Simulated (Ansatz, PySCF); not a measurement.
Process, species as SMILES: [CH3][GeH2][CH3] + [GeH4] (GeH4) → 2 [CH3][GeH3]
Each molecule is optimised on its own at B3LYP-D3(BJ)/def2-TZVP (Ansatz, a quantum-chemistry and plane-wave program). Frequencies are from Ansatz or PySCF.
Geometry of the first species:
```xyz
11

C     -1.6139    -0.6614    -0.3459
Ge    -0.0001     0.3466     0.1540
C      1.6143    -0.6993    -0.2587
H     -2.5123    -0.0876    -0.1198
H     -1.6027    -0.8833    -1.4132
H     -1.6548    -1.6019     0.2040
H     -0.0371     0.6692     1.6643
H      0.0365     1.6837    -0.6189
H      1.6033    -1.6402     0.2920
H      2.5123    -0.1466     0.0158
H      1.6554    -0.9216    -1.3253
```
Charge 0, spin multiplicity 1.

Property: bond separation energy (enthalpy at 298 K, with B3LYP-D3(BJ) rigid-rotor harmonic-oscillator terms), in kcal/mol. Correlated levels leave the core frozen unless marked. Spin-orbit coupling is left out. Frozen are the shells of the preceding noble gas and the d and f shells that filled before the atom's block. No relativistic terms. Basis-set limits of correlation are two-point, X^-3; Hartree-Fock from the larger set.

| level | program | bond separation energy (kcal/mol) |
|---|---|---|
| PBE-D4/def2-TZVPD | Ansatz + dftd4 | 0.5 |
| BLYP-D4/def2-TZVPD | Ansatz + dftd4 | 0.6 |
| r2SCAN-D4/def2-TZVPD | Ansatz + dftd4 | 0.5 |
| PBE0-D3(BJ)/def2-TZVPD | Ansatz + dftd3 | 0.5 |
| PBE0/def2-TZVP | Ansatz | … |
| CAM-B3LYP/def2-TZVPD | Ansatz | 0.3 |
| LC-wPBE-D3(BJ)/def2-TZVPD | Ansatz + dftd3 | 0.6 |
| wB97X/def2-TZVPD | Ansatz | 0.3 |
| B2GP-PLYP-D4/def2-TZVPD | Ansatz + dftd4 | 0.5 |
| SCS-MP2/STO-3G | Ansatz | 1.2 |
| CCSD(T)/CBS(cc-pVTZ,cc-pVQZ) | Ansatz | 0.5 |

Task: Complete the blanks.

Result: 
- PBE0/def2-TZVP, bond separation energy (kcal/mol): 0.2
